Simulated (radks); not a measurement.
Coulomb parameter of the 4d shell of the niobium ion Nb+ in the model configuration [Kr] 4d2.5 5p1.5, as a second difference U = [E(n + 0.25) + E(n - 0.25) - 2 E(n)] / (0.25)^2 with all orbitals relaxed. "Bare": the charge of the atom changes with n. "Screened": the 5p shell takes up the change at fixed total charge, which measures U(4d,4d) + U(5p,5p) - 2 U(4d,5p). Calculated with a radial shooting solver on a logarithmic mesh with Libxc functionals: scalar-relativistic Kohn-Sham, PBE, spin-unpolarised, spherical densities, finite nucleus; Fermi nuclear charge, rms radius 4.324 fm.

[
 {"case": "start", "configuration": "[Kr] 4d2.5 5p1.5", "E - E(n) (eV)": "0.000"},
 {"case": "bare +0.25", "configuration": "[Kr] 4d2.75 5p1.5", "E - E(n) (eV)": "-3.221"},
 {"case": "bare -0.25", "configuration": "[Kr] 4d2.25 5p1.5", "E - E(n) (eV)": "3.828"},
 {"case": "screened +0.25", "configuration": "[Kr] 4d2.75 5p1.25", "E - E(n) (eV)": "-1.514"},
 {"case": "screened -0.25", "configuration": "[Kr] 4d2.25 5p1.75", "E - E(n) (eV)": "1.641"}
]

U(bare) = 9.698 eV, U(screened by 5p) = 2.037 eV, against the Slater integral F0(4d,4d) = 13.346 eV with frozen orbitals.
